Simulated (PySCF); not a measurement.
Ligands exchanged one at a time, Si OH-SH. All species are isolated molecules in the gas phase. One relaxed conformer stands for each flexible species; it need not be the lowest. Strings in code marks are SMILES.

The S1–T1 gap (TDA) from two functionals at the same geometries (ωB97X-D3(BJ)/def2-TZVP), both in PySCF: PBE-D3(BJ)/def2-TZVP and ωB97X-D3(BJ)/def2-TZVP. Excitations are Tamm–Dancoff values on a coarser integration grid. The basis has no diffuse functions, so Rydberg states are missing or too high.

| species | PBE-D3(BJ)/def2-TZVP (eV) |
|---|---|
| 0 of 4 OH replaced by SH | 0.20 |
| 1 of 4 OH replaced by SH (`O[Si](O)(O)S`) | 0.32 |
| 2 of 4 OH replaced by SH (`S[Si](O)(O)S`) | 0.30 |
| 3 of 4 OH replaced by SH (`O[Si](S)(S)S`) | 0.34 |
| 4 of 4 OH replaced by SH (`S[Si](S)(S)S`) | 0.27 |

Problem. What does ωB97X-D3(BJ)/def2-TZVP give for each?

Solution. 
- 0 of 4 OH replaced by SH: 0.41
- 1 of 4 OH replaced by SH (`O[Si](O)(O)S`): 0.51
- 2 of 4 OH replaced by SH (`S[Si](O)(O)S`): 0.48
- 3 of 4 OH replaced by SH (`O[Si](S)(S)S`): 0.45
- 4 of 4 OH replaced by SH (`S[Si](S)(S)S`): 0.45
Over these rows, drawn at random from the members with no instability flagged (it was tested for open shells, ions and some series alone), PBE minus ωB97X-D3(BJ): mean -0.17 eV, from -0.21 eV to -0.11 eV.
